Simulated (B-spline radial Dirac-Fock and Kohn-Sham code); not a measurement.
## Binding energies of Ga⁵⁺ at several levels of theory

System: gallium as Ga⁵⁺, configuration 1s2 2s2 2p6 3s2 3p6 3d8.

The density-functional columns are spherical, spin-unpolarised Dirac-Kohn-Sham results without Breit or QED terms: −ε is minus the orbital energy of the initial state and ΔSCF the difference of two total energies. The reference in the last column comes from ΔSCF Dirac-Fock with Breit, self-energy and vacuum polarisation, finite nucleus, configuration average. All numbers are from a radial finite-basis atomic code, in eV; a selection of levels is shown. For the 1s level of heavy atoms much of the gap between ΔSCF and the reference is the Breit and QED part, -20.2 eV here; for other levels the error of the functional can be larger.

```
     level   PBE −ε  PBE ΔSCF   LDA −ε  LDA ΔSCF  Dirac-Fock
    K (1s)  10315.2   10510.2  10296.1   10490.4     10471.8
   L1 (2s)   1350.9    1385.3   1348.7    1383.3      1410.2
L2 (2p1/2)   1206.0    1247.4   1205.4    1246.8      1248.7
L3 (2p3/2)   1178.3    1218.8   1177.8    1218.4      1221.6
   M1 (3s)    232.6     247.2    232.0     246.6       259.5
M2 (3p1/2)    185.4     199.8    185.3     199.7       205.4
M3 (3p3/2)    181.6     195.9    181.5     195.7       201.6
 M4,5 (3d)    101.4     115.1    101.7     115.5       113.0
```

**Question.** Order the estimates of the K (1s) level by their distance from the Dirac-Fock value, nearest first.
A. PBE −ε
B. LDA −ε
C. PBE ΔSCF
D. LDA ΔSCF

**Answer.** D (18.7 eV), C (38.5 eV), A (156.5 eV), B (175.7 eV).

Values without a named source are computed, but for edge energies of neutral atoms, which are taken from tables.
